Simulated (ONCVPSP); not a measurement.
Before and after: ONCV potential for lutetium (Lu)

```json
{
  "Element": "Lu (Z = 71)",
  "Generator": "ONCVPSP 4.0.1",
  "Type": "optimised norm-conserving Vanderbilt (ONCV)",
  "Functional": "LDA (Perdew-Wang 92)",
  "Relativity": "fully relativistic",
  "Frozen core": "[Kr] 4d10",
  "Valence charge": "25",
  "Reference configuration": "4f13 5s2 5p6 5d2 6s2",
  "Partial waves": "5s+6s: rc 2.15 bohr, ncon 4, nbas 8, qcut 5.1 1/bohr, 2 projectors; 5p: rc 1.30 bohr, ncon 4, nbas 8, qcut 6.2 1/bohr, 2 projectors, debl 2.4 Ha; 5d: rc 1.90 bohr, ncon 4, nbas 9, qcut 5.9 1/bohr, 2 projectors, debl 0.8 Ha; 4f: rc 1.10 bohr, ncon 3, nbas 7, qcut 15.7 1/bohr, 1 projector",
  "Local potential": "polynomial inside 0.75 bohr (lpopt 5, dvloc0 3 Ha)",
  "Core correction": "Teter function, fcfact 6, rcfact 1.8"
}
```

Open shells are filled in proportion to 2j + 1.

Change: core correction Teter function, fcfact 6, rcfact 1.18.

Cutoffs: the cutoffs (Ha) at which the residual kinetic energy of the hardest occupied pseudo-wave falls to 1 and 0.1 mHa per electron; they do not see the model core or the augmentation charge, which bear on the density cutoff. Errors are all-electron minus pseudo energies relative to the spin-unpolarised reference configuration.

**Question.** How do hardness, ghosts and transferability respond?

**Answer.** The potential gets neither clearly harder nor softer (105 Ha and 119 Ha → 105 Ha and 119 Ha); both files keep a bound ghost (s); of the 4 tests that both files solve, the error grows in 3 and shrinks in 1 by more than 15 % and 0.3 meV (median size 55.1 → 73.2 meV). A model core, the more so a compact one, raises the density cutoff, which this test does not measure.

```tsv
quantity	base	changed
cutoff, loose	105 Ha	105 Ha
cutoff, tight	119 Ha	119 Ha
bound ghosts	s	s
GHOST(+) flags under 300 eV	p3/2 at 35.8 eV, p1/2 at 94.6 eV, d5/2 at 195.8 eV, d3/2 at 204.0 eV	p3/2 at 35.8 eV, p1/2 at 94.6 eV, d5/2 at 195.8 eV, d3/2 at 204.0 eV
error for 4f14 5s2 5p6 5d1 6s2, meV [ΔE -10.83 eV]	-18	-0.3
error for 4f14 5s2 5p6 5d1 6s1, meV [ΔE -3.25 eV]	+26	+44
error for 4f14 5s2 5p6 5d1 6s0, meV [ΔE 10.32 eV]	+90	+108
error for 4f14 5s2 5p6 5d1 6s0 6p1, meV [ΔE 1.09 eV]	+84	+103
s: phases at 2.19 bohr within 0.05 rad from the reference energy up to (Ha; the scan ends near 5)	3.9	3.9
p3/2: phases at 1.32 bohr within 0.05 rad from the reference energy up to (Ha; the scan ends near 5)	to the end of the scan	to the end of the scan
p1/2: phases at 1.32 bohr within 0.05 rad from the reference energy up to (Ha; the scan ends near 5)	3.4	3.4
d5/2: phases at 1.93 bohr within 0.05 rad from the reference energy up to (Ha; the scan ends near 5)	3.6	3.6
d3/2: phases at 1.93 bohr within 0.05 rad from the reference energy up to (Ha; the scan ends near 5)	3.6	3.6
f7/2: phases at 1.12 bohr within 0.05 rad from the reference energy up to (Ha; the scan ends near 5)	1.9	1.9
f5/2: phases at 1.12 bohr within 0.05 rad from the reference energy up to (Ha; the scan ends near 5)	1.8	1.8
rms error of d²Exc/dni dnj with the model core, mHa	2.09	4.02
```

Base: These tests converged, but a pseudo level misses the all-electron one widely, so the file describes the atom poorly there or has found another state: 4f14 5s2 5p6 5d1 6s0 6p1: empty 6s by 5.4 eV. Changed file: These tests converged, but a pseudo level misses the all-electron one widely, so the file describes the atom poorly there or has found another state: 4f14 5s2 5p6 5d1 6s0 6p1: empty 6s by 5.4 eV. A true bound ghost makes a file unfit for plane-wave use even where its test errors are small: the radial tests pick states by their node count and pass the ghost by.
